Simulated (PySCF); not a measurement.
C6H16N2Si.
Geometry (GFN2-xTB, Å), atoms numbered from 1 in this order:
```xyz
25
C6H16N2Si angstrom
C      0.074    2.950   -0.149
N      0.020    1.749    0.185
Si     0.084    0.250   -0.677
C     -1.439   -0.722   -0.082
C     -2.688   -0.241   -0.811
C     -1.649   -0.617    1.425
N      1.570   -0.508   -0.264
C      1.715   -1.713    0.507
C      2.801    0.228   -0.381
H      0.078    3.719    0.621
H      0.113    3.310   -1.182
H      0.074    0.359   -2.151
H     -1.298   -1.777   -0.337
H     -2.864    0.812   -0.604
H     -3.564   -0.802   -0.487
H     -2.583   -0.364   -1.886
H     -2.512   -1.208    1.735
H     -0.778   -0.973    1.969
H     -1.824    0.418    1.706
H      0.775   -2.255    0.527
H      2.024   -1.500    1.538
H      2.477   -2.356    0.054
H      3.149    0.589    0.594
H      3.582   -0.408   -0.809
H      2.651    1.085   -1.032
```

Hirshfeld charges (e) from the PBE0/pcSseg-1 density (PySCF), one withheld:

```json
{"atom": "C1", "bonded to": "N2 H10 H11", "charge": "?"}
{"atom": "N2", "bonded to": "C1 Si3", "charge": "-0.2218"}
{"atom": "Si3", "bonded to": "N2 C4 N7 H12", "charge": "+0.4021"}
{"atom": "C4", "bonded to": "Si3 C5 C6 H13", "charge": "-0.1056"}
{"atom": "C5", "bonded to": "C4 H14 H15 H16", "charge": "-0.1193"}
{"atom": "C6", "bonded to": "C4 H17 H18 H19", "charge": "-0.1216"}
{"atom": "N7", "bonded to": "Si3 C8 C9", "charge": "-0.1765"}
{"atom": "C8", "bonded to": "N7 H20 H21 H22", "charge": "-0.0680"}
{"atom": "C9", "bonded to": "N7 H23 H24 H25", "charge": "-0.0706"}
{"atom": "H10", "bonded to": "C1", "charge": "+0.0466"}
{"atom": "H11", "bonded to": "C1", "charge": "+0.0403"}
{"atom": "H12", "bonded to": "Si3", "charge": "-0.1022"}
{"atom": "H13", "bonded to": "C4", "charge": "+0.0336"}
{"atom": "H14", "bonded to": "C5", "charge": "+0.0348"}
{"atom": "H15", "bonded to": "C5", "charge": "+0.0389"}
{"atom": "H16", "bonded to": "C5", "charge": "+0.0370"}
{"atom": "H17", "bonded to": "C6", "charge": "+0.0350"}
{"atom": "H18", "bonded to": "C6", "charge": "+0.0367"}
{"atom": "H19", "bonded to": "C6", "charge": "+0.0326"}
{"atom": "H20", "bonded to": "C8", "charge": "+0.0439"}
{"atom": "H21", "bonded to": "C8", "charge": "+0.0321"}
{"atom": "H22", "bonded to": "C8", "charge": "+0.0357"}
{"atom": "H23", "bonded to": "C9", "charge": "+0.0321"}
{"atom": "H24", "bonded to": "C9", "charge": "+0.0367"}
{"atom": "H25", "bonded to": "C9", "charge": "+0.0409"}
```

What is the charge on C1?

The charges add up to the total charge, 0. The others sum to -0.0266, which leaves +0.0266 e for C1 (C=N carbon).

Add each hydrogen's charge to the atom that carries it.

C1 +0.1135, Si3 +0.2999, C4 -0.0720, C5 -0.0086, C6 -0.0173, C8 +0.0437, C9 +0.0391. Atoms without hydrogen keep their charges.

Across which bond do the charges differ most?

Si3–N2: +0.4021 on Si3 against -0.2218 on N2, a difference of 0.6239 e. The lower charge is on the more electronegative element of the two (Pauling values: N 3.04, Si 1.90).

Take the bonds between elements whose Pauling electronegativities differ by more than 0.25. In how many does the more electronegative atom carry the lower charge?

In 22 of 22.

How much positive and how much negative charge does this set hold in all?

+0.9856 e on 17 atoms and -0.9856 e on 8.

The Hirshfeld scheme divides the density at each point in proportion to the densities of the neutral, spherically averaged free atoms. Geometry: GFN2-xTB, one conformer, isolated molecule. GFN2-xTB frequencies show an imaginary mode (30i cm⁻¹), so this geometry is no minimum at that level.
